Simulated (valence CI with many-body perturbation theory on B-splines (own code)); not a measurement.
## Te XIV: what the settings do

Calculated by relativistic CI+MBPT: three valence electrons over a frozen Dirac-Fock core [Kr], a basis of 6 s, 6 p, 5 d, 5 f, 1 g functions for each j, with the one-electron correlation potential Σ1, the two-electron term Σ2, the three-electron term Σ3, Breit, model QED; selected CI, second order for the rest, scaled by the run's own slope (own B-spline code, finite nucleus).

No measured levels were compared; by estimate terms of the open shell hold to 2 to 4 % of their energy, and close levels can change places. Only levels of the ground parity were solved; by the run's estimate the other parity begins above the list, which can be wrong where configurations are misplaced.

The reference run has the lowest level 4d³ ⁴F_3/2 and an ionisation energy of 300.115 eV. Its largest variational space holds 2867 state functions.

Names give the largest LS component (configuration and term), which can be under half, so a name can repeat, a term be missing and a line seem to break the LS rules; names also repeat where a configuration has a term twice. Letters in brackets count levels of one name in rising energy.

Changed runs:
A. scale of Σ1 1 → 1.1
B. size limit of the variational space 10000 → 3000; scale of Σ1 1 → 1.1; second order for the rest on → off
C. selection threshold (hartree) 2e-08 → 1e-05
D. factor on the speed of light 1 → 0.9 (bad on purpose)

Excitation energies of the reference run in cm⁻¹, and shifts in cm⁻¹:

```tsv
Level	Reference	A	B	C	D
4d³ ⁴F_5/2	8202	+20	+20	0	+2643
4d³ ⁴F_7/2	15675	+33	+33	0	+4032
4d³ ⁴F_9/2	21505	+36	+37	0	+4139
4d³ ⁴P_3/2	25415	+13	+13	0	+1478
4d³ ⁴P_1/2	28306	+21	+21	0	+2407
4d³ ²G_7/2	36372	+39	+40	-0.2	+4567
4d³ ²H_9/2	37450	+41	+42	+0.1	+4872
4d³ ⁴P_5/2	39073	+42	+42	0	+4987
4d³ ²D_3/2 [a]	45022	+45	+46	0	+5463
4d³ ²P_1/2	48044	+48	+49	-0.1	+5707
4d³ ²H_11/2	50910	+53	+54	+0.1	+5912
4d³ ²D_5/2 [a]	55801	+55	+56	-0.2	+6419
Ionisation energy (eV)	300.115	+0.215	+0.215	-6.1e-05	-0.328
```
